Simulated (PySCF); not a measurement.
## What settings do to a single point of PbCl4

The sound run of PbCl4 (singlet) uses PySCF 2.14.0, RKS PBE0, Pb def2-SVP with ECP60, Cl def2-SVP; non-relativistic Hamiltonian with scalar-relativistic core potentials where named; density fitting; no spin-orbit coupling, grid (50, 194), threshold 1e-8 Eh and 55 cycles, at the relaxed geometry:

```xyz
5

Pb    0.0000    0.0000    0.0000
Cl    1.9651    0.0000    1.4005
Cl    0.0000    1.9651   -1.4005
Cl   -1.9651    0.0000    1.4005
Cl    0.0000   -1.9651   -1.4005
```

There Pb1 has a Mulliken charge of 0.87 e and the dipole about the centre of mass is 0.00 D. Each run below changes one thing and starts from free metal ions and neutral atoms unless it says otherwise; with 55 cycles, smearing, a level shift and second-order steps follow where DIIS fails, and their cycles count. Energy shifts count from the sound run.

| change | outcome | cycles | energy shift (eV) | largest force component (eV/Å) | charge on Pb1 (e) | dipole about the centre of mass (D) |
| --- | --- | --- | --- | --- | --- | --- |
| Cl5 put 0.8 Å from Pb1, limit 75 cycles | converged | 9 | 477.10 | 1825.25 | 2.39 | 3.12 |
| threshold 1e-06 | converged | 7 | 0.0000 | 0.00 | 0.87 | 0.00 |
| charge changed by -3, spin kept, limit 67 cycles | refused | – | – | – | – | – |
| start from a density of up to 30 smeared cycles (not counted) | converged | 6 | 0.0000 | 0.00 | 0.87 | 0.00 |

(1) How does the run with this change end: grid (99, 590)?

Unsound on purpose, so not properties of the compound: Cl5 put 0.8 Å from Pb1, limit 75 cycles.

Forces carry noise of the integration grid, about 0.01 to 0.03 eV/Å.

Results:

(1) outcome converged, cycles 8, energy shift (eV) -0.0184, largest force component (eV/Å) 0.01, charge on Pb1 (e) 0.87, dipole about the centre of mass (D) 0.00.
